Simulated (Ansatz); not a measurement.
Born–Oppenheimer molecular dynamics of a periodic cell of 22 atoms, H$_{15}$NO$_{6}$ (contents 6 H2O + 1 NH3, density as packed 0.86 g/cm³ with natural masses). It starts from a partly relaxed structure (largest force component 0.24 eV/Å).

Level of theory: DFT PBE-D3(BJ), scalar-relativistic, plane waves, PAW in Ansatz 0.2.0. Settings: accuracy low, cutoff 420 eV, k mesh 1x1x1, fermi-dirac smearing 0.02 eV, no spin polarisation.

- ensemble: NVT, Langevin thermostat
- time step: 0.75 fs
- steps asked: 300
- set temperature: 1500 K
- friction: 0.02 /fs
- masses: H 2.014 u
- seed: 496000

Frames 7.5 fs apart, positions in Å.

Velocities at 45.0 fs (Å/ps):

```
O -9.01 -0.98 -13.75
H 3.31 -13.44 -6.40
H -4.16 16.15 -12.26
O 9.60 -8.73 -7.16
H -45.11 -21.43 -37.01
H 16.64 -33.26 8.23
O -5.08 -11.01 -3.10
H 9.95 28.93 22.58
H 27.96 -3.24 7.12
O 0.64 -9.08 1.63
H -44.85 10.72 -29.80
H -10.58 -34.68 -22.51
O 9.89 8.63 6.21
H -26.67 -2.56 6.95
H 14.14 -5.15 -35.64
O -0.15 -11.83 9.83
H 26.20 -22.86 -20.63
H -36.98 33.36 5.00
N -9.28 -9.00 3.18
H -24.29 -20.36 13.87
H 4.95 0.71 17.11
H -29.11 -28.21 -20.84
```

```xyz
22
Lattice="6.2222 0.0000 0.0000 0.0000 6.2222 0.0000 0.0000 0.0000 6.2222" Properties=species:S:1:pos:R:3 time_fs=45.0 energy_less_start_eV=2.902 T=1237
O 1.529 4.658 4.117
H 0.763 4.440 4.609
H 1.567 4.301 3.251
O 2.956 0.596 3.990
H 1.973 0.999 3.827
H 3.005 0.100 4.830
O 5.399 2.906 3.191
H 5.053 3.602 2.648
H 4.618 2.194 3.331
O 1.713 2.402 2.744
H 2.262 2.561 1.887
H 0.777 2.595 2.523
O 3.025 2.669 5.958
H 2.990 1.788 5.420
H 2.407 3.235 5.448
O 5.507 5.383 5.502
H 5.185 4.522 5.896
H 5.244 5.263 4.569
N 3.840 5.260 2.107
H 3.164 4.760 1.446
H 3.227 5.893 2.625
H 4.606 5.589 1.480
22
Lattice="6.2222 0.0000 0.0000 0.0000 6.2222 0.0000 0.0000 0.0000 6.2222" Properties=species:S:1:pos:R:3 time_fs=52.5 energy_less_start_eV=2.544 T=1136
O 1.457 4.630 4.091
H 0.624 4.255 4.512
H 1.498 4.279 3.166
O 2.964 0.539 3.961
H 2.096 0.770 3.624
H 2.975 -0.111 4.656
O 5.387 2.867 3.144
H 4.945 3.724 2.852
H 4.735 2.196 3.491
O 1.682 2.355 2.708
H 1.960 2.489 1.801
H 0.731 2.387 2.472
O 3.070 2.705 5.984
H 2.943 1.901 5.498
H 2.576 3.119 5.234
O 5.513 5.319 5.556
H 5.263 4.412 5.690
H 4.923 5.518 4.766
N 3.765 5.185 2.124
H 3.137 4.657 1.553
H 3.299 5.915 2.698
H 4.466 5.505 1.431
22
Lattice="6.2222 0.0000 0.0000 0.0000 6.2222 0.0000 0.0000 0.0000 6.2222" Properties=species:S:1:pos:R:3 time_fs=60.0 energy_less_start_eV=2.971 T=1183
O 1.377 4.583 4.141
H 0.527 4.160 4.290
H 1.511 4.291 3.227
O 2.960 0.507 4.010
H 2.114 0.551 3.316
H 2.602 -0.288 4.476
O 5.373 2.838 3.081
H 4.794 3.698 3.187
H 4.811 2.371 3.643
O 1.667 2.297 2.629
H 1.878 2.269 1.645
H 0.646 2.232 2.694
O 3.121 2.760 5.983
H 3.082 1.700 5.715
H 2.752 3.156 5.142
O 5.500 5.291 5.570
H 5.277 4.348 5.488
H 4.801 5.703 5.045
N 3.767 5.132 2.153
H 3.068 4.670 1.633
H 3.416 5.930 2.701
H 4.330 5.459 1.411
22
Lattice="6.2222 0.0000 0.0000 0.0000 6.2222 0.0000 0.0000 0.0000 6.2222" Properties=species:S:1:pos:R:3 time_fs=67.5 energy_less_start_eV=3.380 T=1319
O 1.296 4.510 4.226
H 0.369 4.177 4.140
H 1.589 4.147 3.345
O 2.909 0.450 4.092
H 2.380 0.677 3.352
H 2.375 -0.360 4.242
O 5.334 2.840 3.009
H 4.790 3.698 3.136
H 4.895 2.344 3.863
O 1.651 2.238 2.528
H 1.738 2.065 1.580
H 0.754 2.092 2.834
O 3.191 2.811 5.995
H 3.310 1.962 6.004
H 3.058 3.212 5.126
O 5.460 5.241 5.602
H 5.222 4.291 5.402
H 4.904 5.977 5.236
N 3.809 5.075 2.176
H 2.952 4.633 1.781
H 3.638 5.955 2.669
H 4.390 5.459 1.404
22
Lattice="6.2222 0.0000 0.0000 0.0000 6.2222 0.0000 0.0000 0.0000 6.2222" Properties=species:S:1:pos:R:3 time_fs=75.0 energy_less_start_eV=3.065 T=1694
O 1.248 4.411 4.305
H 0.259 4.412 4.083
H 1.676 3.945 3.595
O 2.800 0.378 4.198
H 2.597 1.034 3.365
H 2.154 -0.359 4.318
O 5.274 2.809 2.993
H 4.789 3.722 2.662
H 5.012 2.441 3.749
O 1.603 2.126 2.396
H 1.443 2.060 1.399
H 0.718 1.846 2.869
O 3.199 2.933 6.036
H 3.563 1.910 6.087
H 3.339 3.047 5.005
O 5.430 5.208 5.665
H 5.057 4.456 5.243
H 5.059 5.999 5.281
N 3.897 5.037 2.201
H 2.944 4.777 1.936
H 3.836 5.928 2.728
H 4.345 5.301 1.290
22
Lattice="6.2222 0.0000 0.0000 0.0000 6.2222 0.0000 0.0000 0.0000 6.2222" Properties=species:S:1:pos:R:3 time_fs=82.5 energy_less_start_eV=3.545 T=1422
O 1.216 4.325 4.380
H 0.355 4.617 4.108
H 1.665 3.752 3.689
O 2.699 0.347 4.285
H 2.613 0.953 3.609
H 1.881 -0.228 4.343
O 5.262 2.714 2.929
H 4.660 3.636 2.351
H 4.778 2.477 3.884
O 1.524 2.033 2.245
H 1.247 2.141 1.334
H 0.709 1.812 2.647
O 3.228 3.007 5.978
H 3.616 2.171 6.189
H 3.432 3.009 5.081
O 5.393 5.196 5.759
H 4.800 4.584 5.189
H 5.008 5.985 5.235
N 4.015 4.936 2.211
H 3.004 4.937 2.004
H 4.250 5.738 2.854
H 4.351 5.037 1.243
22
Lattice="6.2222 0.0000 0.0000 0.0000 6.2222 0.0000 0.0000 0.0000 6.2222" Properties=species:S:1:pos:R:3 time_fs=90.0 energy_less_start_eV=2.874 T=1601
O 1.224 4.295 4.485
H 0.476 4.697 3.953
H 1.564 3.667 3.764
O 2.661 0.354 4.401
H 2.502 1.092 3.698
H 1.802 -0.121 4.324
O 5.192 2.598 2.874
H 4.637 3.435 2.487
H 4.641 2.739 3.679
O 1.500 2.035 2.128
H 1.292 2.270 1.183
H 0.552 1.889 2.529
O 3.285 3.104 5.944
H 3.601 2.280 6.316
H 3.400 3.083 4.941
O 5.308 5.227 5.815
H 4.662 4.606 5.455
H 5.018 6.037 5.431
N 4.136 4.768 2.191
H 3.104 5.133 2.201
H 4.609 5.373 2.836
H 4.503 4.881 1.267
22
Lattice="6.2222 0.0000 0.0000 0.0000 6.2222 0.0000 0.0000 0.0000 6.2222" Properties=species:S:1:pos:R:3 time_fs=97.5 energy_less_start_eV=3.344 T=1723
O 1.237 4.304 4.564
H 0.682 4.675 3.866
H 1.553 3.602 3.993
O 2.666 0.380 4.464
H 2.579 1.065 3.787
H 1.869 -0.156 4.377
O 5.113 2.505 2.867
H 4.772 3.333 2.436
H 4.693 2.613 3.679
O 1.454 2.067 1.995
H 1.456 2.516 1.113
H 0.500 2.149 2.255
O 3.397 3.228 5.898
H 3.681 2.387 6.336
H 3.453 3.249 4.908
O 5.190 5.280 5.873
H 4.593 4.463 5.830
H 4.950 6.186 5.572
N 4.198 4.653 2.171
H 3.395 5.185 2.394
H 5.019 5.029 2.808
H 4.685 4.912 1.265
22
Lattice="6.2222 0.0000 0.0000 0.0000 6.2222 0.0000 0.0000 0.0000 6.2222" Properties=species:S:1:pos:R:3 time_fs=105.0 energy_less_start_eV=3.885 T=1297
O 1.258 4.301 4.615
H 0.687 4.646 3.893
H 1.680 3.479 4.244
O 2.667 0.415 4.508
H 2.640 1.044 3.805
H 1.853 -0.177 4.617
O 5.042 2.379 2.862
H 4.715 3.348 2.308
H 4.854 2.422 3.960
O 1.433 2.116 1.869
H 1.598 2.607 1.101
H 0.530 2.331 2.060
O 3.543 3.336 5.891
H 3.727 2.453 6.193
H 3.481 3.231 4.945
O 5.128 5.330 5.919
H 4.474 4.610 5.959
H 4.693 6.200 5.656
N 4.400 4.590 2.199
H 3.602 5.296 2.498
H 5.205 4.771 2.726
H 4.624 5.071 1.301
22
Lattice="6.2222 0.0000 0.0000 0.0000 6.2222 0.0000 0.0000 0.0000 6.2222" Properties=species:S:1:pos:R:3 time_fs=112.5 energy_less_start_eV=4.232 T=1742
O 1.270 4.262 4.652
H 0.531 4.459 4.067
H 1.661 3.418 4.377
O 2.664 0.482 4.574
H 2.623 0.917 3.635
H 1.960 -0.090 4.785
O 4.959 2.232 2.897
H 4.485 2.966 2.407
H 4.920 2.455 3.734
O 1.420 2.159 1.668
H 1.935 2.771 0.985
H 0.518 2.508 1.941
O 3.665 3.424 5.876
H 3.611 2.411 6.017
H 3.469 3.237 4.919
O 5.096 5.412 5.951
H 4.357 4.745 5.817
H 4.439 6.011 5.628
N 4.565 4.630 2.254
H 3.880 5.147 2.620
H 5.509 4.741 2.765
H 4.732 5.042 1.328
```

Of the whole run (225 fs, mean temperature of the second half 1687 K): The mean temperature of the second half is 12 % above the set value. A run of 0.23 ps of so small a system gives no equilibrium averages. Limits of this set-up: coarse k mesh, low accuracy level.

The run took 11 min on 1 thread of Arm Neoverse N1, with other jobs on the host, peak memory 0.33 GiB.
